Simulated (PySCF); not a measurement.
Species: C2H6PSi2 (doublet state).
Structure used (GFN2-xTB), in Å, numbered top down from 1:
```xyz
11
C2H6PSi2 angstrom
C     -3.0273    0.7726    1.4860
C     -2.0936    0.6949    0.7318
Si    -0.6091    0.5442   -0.3591
P      1.0071   -0.4082    0.8713
Si     2.5297   -0.9085   -0.6541
H     -3.8517    0.8480    2.1359
H     -0.1308    1.8777   -0.7347
H     -0.9693   -0.2504   -1.5407
H      0.4232   -1.6580    0.9271
H      3.2225    0.3291   -1.0311
H      3.5047   -1.8387   -0.0734
```

The hyperfine couplings belong to this conformer and change with its torsions.

Identity: `C#C[SiH2]P[SiH2]` [radical].

Theory: UKS B3LYP, pcH-1 on C H P Si, non-relativistic, mean-field spin-orbit, GIAO (PySCF 2.14.0). Geometry: GFN2-xTB, one conformer, isolated molecule. The geometry wasn't refined by DFT: couplings that depend on bond lengths, twists or pyramidal angles can differ widely from those at the functional's own minimum, by a factor of two or more for some ions and for spin on atoms past the first row. No stability test was run, so a lower SCF solution isn't excluded.

Principal values of hyperfine tensors in MHz (contact, dipolar and spin–orbit terms together), for some of the nuclei:

```csv
atom,isotope,A1,A2,A3
H11,1H,38.85,48.32,54.74
H10,1H,31.67,41.10,47.72
P4,31P,-29.98,-19.33,158.62
Si3,29Si,-34.51,-28.77,-28.38
H9,1H,10.93,14.61,18.40
H8,1H,-0.48,0.44,4.47
C2,13C,-1.35,-1.08,-0.70
H7,1H,-2.12,-1.63,1.36
```

(1) Split each tensor into its isotropic and traceless parts, and turn a_iso into mT with g = 2.0045.

(2) What spin density at the nucleus of P4 lies behind its contact coupling (g_N = 2.26320)?

(3) Si5 (29Si, g_N = -1.11058) isn't in the table. Its spin density at the nucleus is 0.505 bohr⁻³. What is its contact coupling?

(4) Which nucleus of the table has the largest anisotropic coupling, and what is its form?

(5) What first-order splitting does P4 cause when the field lies along A1, A2 or A3 of its tensor (g taken as isotropic, no quadrupole term)?

## Answers

(1) a_iso = (A1 + A2 + A3)/3, Ti = Ai − a_iso; 1 mT corresponds to 28.056 MHz. The tensors hold a spin–orbit part: the run splits a_iso into a_FC + a_SO, and T includes its anisotropic share.

| atom | a_iso (MHz) | a_FC | a_SO | a_iso (mT) | T1 | T2 | T3 |
| --- | --- | --- | --- | --- | --- | --- | --- |
| H11 | 47.30 | 47.27 | 0.03 | 1.686 | -8.46 | 1.02 | 7.44 |
| H10 | 40.16 | 40.13 | 0.03 | 1.432 | -8.50 | 0.94 | 7.56 |
| P4 | 36.44 | 36.86 | -0.42 | 1.299 | -66.42 | -55.77 | 122.18 |
| Si3 | -30.55 | -30.59 | 0.04 | -1.089 | -3.96 | 1.78 | 2.18 |
| H9 | 14.64 | 14.62 | 0.02 | 0.522 | -3.72 | -0.04 | 3.75 |
| H8 | 1.48 | 1.48 | 0.00 | 0.053 | -1.95 | -1.04 | 2.99 |
| C2 | -1.05 | -1.05 | 0.00 | -0.037 | -0.31 | -0.04 | 0.34 |
| H7 | -0.80 | -0.80 | 0.00 | -0.028 | -1.33 | -0.83 | 2.16 |

(2) a_FC = (2μ0/3) gₑ μB g_N μN ρ(0)/(2S·h) = 800.24 MHz × g_N × ρ(0)/(2S), with ρ in bohr⁻³. With a_FC = 36.86 MHz and 2S = 1, ρ(0) = 0.02035 bohr⁻³.

(3) By the same relation, a_FC = -448.8 MHz. The spin–orbit term adds +0.74 MHz. Its full tensor has the principal values -606.16, -370.11, -367.82 MHz.

(4) P4: -66.4, -55.8, 122.2 MHz (the dipolar term alone has -65.3, -56.4, 121.7), rhombic: the two smaller values differ by 9 % of the largest.

(5) 2 lines (I = 1/2), spaced by |A_i|/(g × 13.996): 1.07, 0.69, 5.65 mT along the axes of A1, A2 and A3.
